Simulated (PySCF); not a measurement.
# Dipole response of Sc (scandium, neutral)

[Ar] 3d1 4s2, 2D determinant. Computed with PySCF 2.14 in x2c-TZVPPall with one added diffuse shell each of s, p, d, f type (7s6p5d3f1g, 80 functions), with the spin-free X2C one-electron Hamiltonian (Gaussian nucleus). Coupled (time-dependent) response in atomic units; α is the mean over directions.

```
 method  mean α (bohr³)         α xx, yy, zz  C₆ (like pair)  S(−4)
   PW91           122.8  119.6, 119.6, 129.1            1494   8289
r2SCAN0           130.2  124.6, 124.6, 141.5            1670   9563
```

S(−4) is the Cauchy moment in α(ω) = α(0) + S(−4) ω² + …

Reference α: 97 ± 10 bohr³ (recommended; Schwerdtfeger and Nagle, table of static dipole polarizabilities (2023 update)). Published C₆: 1383 (Chu and Dalgarno (2004); Tang, Norbeck and Certain (1976)).

α(iu) at PW91:

```csv
u (hartree),α(iu) (bohr³)
0,122.8
0.0500,105.6
0.100,75.77
0.200,37.81
0.300,22.02
0.500,10.67
0.750,6.076
1.00,4.119
1.50,2.362
2.00,1.550
3.00,0.8102
5.00,0.3314
```

A single London oscillator, α(iu) = α/(1 + u²/ω²), gives C₆ = (3/4) ω α². Matching the computed C₆ needs ω = 4 × 1494 / (3 × 122.8²) = 0.132 hartree.

The components differ because the open shell of this determinant is not spherical; for a pure term their mean is the scalar polarisability.

⟨L²⟩ = 7.12 against 6 for a pure D term, so this real determinant mixes terms. ⟨S²⟩ = 1.08 against 0.75 shows spin contamination.
